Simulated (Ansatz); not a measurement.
Ansatz (an electronic-structure program) input (B3LYP/6-31G*):

Ansatz 0.2 input:
```yaml
crystal:
  periodic: [false, false, false]
  atoms:
    - {symbol: N, position_ang: [-0.00000000, -0.00000000, -0.90472069]}
    - {symbol: P, position_ang: [0.00000000, 0.00000000, 0.55016401]}
    - {symbol: H, position_ang: [-0.00000000, -0.00000000, -1.91941528]}
basis:
  gaussian:
    orbitals: 6-31G*
hamiltonian:
  xc: {name: B3LYP}
total_charge: 1
relax: {f_tol: 0.003, max_steps: 120}
```

Output:

```
Functional definition: B3LYP
integrals: 0.00 GiB planned
364 factors; integrals over basis functions are off by at most 2.7e-4 eV
mean field: 0.08 GiB planned
mean field evaluation 1: about -10765.1781 eV, gradient 9.8e1 eV
mean field evaluation 2: about -10690.0967 eV, gradient 1.6e2 eV
mean field evaluation 4: about -10785.6263 eV, gradient 9.2e0 eV
mean field evaluation 8: about -10785.8703 eV, gradient 8.7e-2 eV
mean field -10785.87027109 eV, -396.3734215371 hartree, gradient 2.2e-5 eV, S^2 0.000000; 0 other end points of the search recorded, 0 dependent functions left out
the calculation of the forces begins
reference -10785.87042347 eV, -396.3734271370 hartree; 11, 11 occupied and 25, 25 virtual orbitals, 364 factors
relax step   1: F+E_penalty+E_count = -10785.87027109 eV  Δ(F+E_penalty+E_count) = +0.000e0 eV  max|allowed force component| = 9.802e-1 eV/Å  Δτ_max = 0.0000 Å  (24 SCF iters, accepted)
these checks for a lower state are left out or cut short: starts, cluster_reference, orbital_swaps, neighbouring_geometries, increment
integrals: 0.00 GiB planned
364 factors; integrals over basis functions are off by at most 2.7e-4 eV
mean field: 0.08 GiB planned
mean field evaluation 16: about -10785.8738 eV, gradient 5.1e-1 eV
mean field -10785.87557904 eV, -396.3736166007 hartree, gradient 3.7e-5 eV, S^2 0.000000; 0 other end points of the search recorded, 0 dependent functions left out
the calculation of the forces begins
reference -10785.87573145 eV, -396.3736222017 hartree; 11, 11 occupied and 25, 25 virtual orbitals, 364 factors
relax step   2: F+E_penalty+E_count = -10785.87557904 eV  Δ(F+E_penalty+E_count) = -5.308e-3 eV  max|allowed force component| = 3.881e-1 eV/Å  Δτ_max = 0.0059 Å  (23 SCF iters, accepted)
these checks for a lower state are left out or cut short: starts, cluster_reference, orbital_swaps, neighbouring_geometries, increment
integrals: 0.00 GiB planned
364 factors; integrals over basis functions are off by at most 2.7e-4 eV
mean field: 0.08 GiB planned
mean field -10785.87656315 eV, -396.3736527661 hartree, gradient 2.5e-5 eV, S^2 0.000000; 0 other end points of the search recorded, 0 dependent functions left out
the calculation of the forces begins
reference -10785.87671558 eV, -396.3736583677 hartree; 11, 11 occupied and 25, 25 virtual orbitals, 364 factors
relax step   3: F+E_penalty+E_count = -10785.87656315 eV  Δ(F+E_penalty+E_count) = -9.841e-4 eV  max|allowed force component| = 9.249e-3 eV/Å  Δτ_max = 0.0036 Å  (20 SCF iters, accepted)
these checks for a lower state are left out or cut short: starts, cluster_reference, orbital_swaps, neighbouring_geometries, increment
integrals: 0.00 GiB planned
364 factors; integrals over basis functions are off by at most 2.7e-4 eV
mean field: 0.08 GiB planned
mean field evaluation 32: about -10785.8766 eV, gradient 1.4e-5 eV
mean field -10785.87656369 eV, -396.3736527860 hartree, gradient 1.4e-5 eV, S^2 0.000000; 0 other end points of the search recorded, 0 dependent functions left out
the calculation of the forces begins
reference -10785.87671612 eV, -396.3736583876 hartree; 11, 11 occupied and 25, 25 virtual orbitals, 364 factors
relax step   4: F+E_penalty+E_count = -10785.87656369 eV  Δ(F+E_penalty+E_count) = -5.417e-7 eV  max|allowed force component| = 7.286e-5 eV/Å  Δτ_max = 0.0001 Å  (16 SCF iters, accepted)
integrals: 0.00 GiB planned
364 factors; integrals over basis functions are off by at most 2.7e-4 eV
mean field: 0.08 GiB planned
mean field -10785.87656369 eV, -396.3736527860 hartree, gradient 1.4e-5 eV, S^2 0.000000; 1 other end points of the search recorded, 0 dependent functions left out
the calculation of the forces begins
reference -10785.87671612 eV, -396.3736583876 hartree; 11, 11 occupied and 25, 25 virtual orbitals, 364 factors
Total energy: -10785.87671612 eV, -396.3736583876 hartree
Atom 0 at    -0.000000    -0.000000    -0.907407 Å, force    -0.000000    -0.000000    -0.000073 eV/Å
Atom 1 at     0.000000     0.000000     0.559720 Å, force     0.000000     0.000000     0.000063 eV/Å
Atom 2 at     0.000000     0.000000    -1.926285 Å, force     0.000000     0.000000     0.000009 eV/Å
Dipole moment:    -0.000000     0.000000    -0.054891 e Å
```

The dipole moment of an ion depends on the origin.

The geometry given is a B3LYP-D3(BJ)/def2-TZVP minimum.
